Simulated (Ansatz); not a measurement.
# Ligand exchange: C2H2 + Al(CH3)(SH)2 → C2H2S + AlH(CH3)(SH)

Species: C2H2 (acetylene) `C#C`, singlet; Al(CH3)(SH)2, singlet; C2H2S (ethynethiol) `C#CS`, singlet; AlH(CH3)(SH), singlet. The partners trade H for SH: C–H and Al–SH bonds give way to C–SH and Al–H.

Shapes, held fixed at every level: PBE0-D4/def2-TZVP. Flexible molecules stand in one conformer, not always the lowest. Programs: Ansatz 0.2.0. Electronic energies: no zero-point or thermal term.

Task: Estimate ΔE of this reaction.

Result: The highest level, CCSD(T)/CBS estimate, gives ΔE = +162.8 kJ/mol; the levels span +150.9 to +162.8. The column of differences is taken from that level and isn't an error. No measured value is set beside it here. The CBS estimate extrapolates MP2 from def2-TZVPP and def2-QZVPP and adds CCSD(T) − MP2 in the triple-zeta set, cores frozen.

| level | kind | ΔE (kJ/mol) | less CCSD(T)/CBS estimate |
| --- | --- | --- | --- |
| HF/def2-TZVPP | Hartree–Fock | +160.1 | -2.7 |
| r2SCAN-D4/def2-TZVPP | meta-GGA | +153.8 | -9.0 |
| B3LYP-D4/def2-TZVPP | global hybrid | +150.9 | -11.9 |
| wB97X-V/def2-TZVPP | range-separated hybrid | +153.5 | -9.3 |
| B2PLYP/def2-TZVPP | double hybrid | +153.4 | -9.4 |
| MP2/def2-TZVPP | perturbation theory | +160.6 | -2.2 |
| CCSD/def2-TZVPP | coupled cluster or CI | +160.6 | -2.2 |
| CCSD(T)/CBS estimate | coupled cluster or CI | +162.8 | 0.0 |
